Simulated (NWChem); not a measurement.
# selenophene (C₄H₄Se); SMILES c1cc[se]c1

This build's default masses of Se (78.918 u) and Br (79.917 u) are each other's, which moves their modes by up to 0.6 %.

**Question.** Give the equilibrium geometry at PBE0/def2-SVP (NWChem) as a Z-matrix, with the point group.

**Answer.** point group C2v; any orientation.
```
C
C 1 1.3660
H 2 1.0896 1 127.45
H 1 1.0923 2 122.48 3 0.00
C 1 1.4290 4 122.90 2 180.00
C 5 1.3660 1 114.62 4 180.00
H 6 1.0896 5 127.45 1 180.00
H 5 1.0923 6 122.48 7 0.00
Se 2 1.8536 3 121.01 1 180.00
```
